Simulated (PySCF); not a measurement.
A calculated (LC-wPBE, PySCF 2.14, dyall-av3z, the non-relativistic Hamiltonian (point nucleus)) atom or ion has these occupied shells.

| shell | electrons | orbital energy (eV) | rms radius, mean of both spins (bohr) |
| --- | --- | --- | --- |
| 1s α | 1 | -2746.7 | 0.106 |
| 1s β | 1 | -2746.5 | 0.106 |
| 2s α | 1 | -257.00 | 0.487 |
| 2s β | 1 | -256.84 | 0.487 |
| 2p α | 3 | -197.40 | 0.455 |
| 2p β | 3 | -197.19 | 0.455 |
| 3s α | 1 | -26.968 | 1.68 |
| 3s β | 1 | -25.310 | 1.68 |
| 3p α | 3 | -13.525 | 2.00 |
| 3p β | 2 | -12.575 | 2.00 |

Task: Name the element and its charge.

Result: Cl (chlorine, neutral), in [Ne] 3s2 3p5, 2P determinant.
